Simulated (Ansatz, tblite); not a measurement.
Cost and result up the ladder for cyclo-(H2GeSe)2 (Ge2H4Se2) (8 atoms). Charge 0, multiplicity 1. Geometry: PBE-D4/def2-SVP.

Cartesian coordinates in Å:
```
Ge -1.5270 0.1640 0.2545
H -2.4349 -0.8845 0.9567
H -2.3642 1.4067 -0.1603
Se 0.3507 0.7673 1.6100
Ge 1.5270 -0.1646 -0.2542
H 2.4252 0.8913 -0.9579
H 2.3742 -1.4019 0.1558
Se -0.3510 -0.7783 -1.6046
```

Ansatz on 4 threads of Intel Xeon 6975P-C on a shared host; xTB runs through tblite on one thread. Times are rough, summed over both states, and most runs start from the orbitals of an earlier one. PBE0-D4/def2-TZVP serves as the yardstick here, not as an exact answer. The other state is a doublet.

The xTB rows come from tblite.

Raw xTB energies of ions are shifted by several eV.

```csv
level,functions,wall time,vertical IE (eV),difference from PBE0-D4/def2-TZVP (eV)
GFN2-xTB,40,0.016 s,13.04,4.22
GFN1-xTB,44,0.021 s,13.73,4.91
PBE-D4/def2-TZVP,216,5.4 s,8.42,-0.39
revPBE-D4/def2-TZVP,216,5.4 s,8.42,-0.39
PBE0-D4/def2-TZVP,216,14 s,8.81,0.00
```
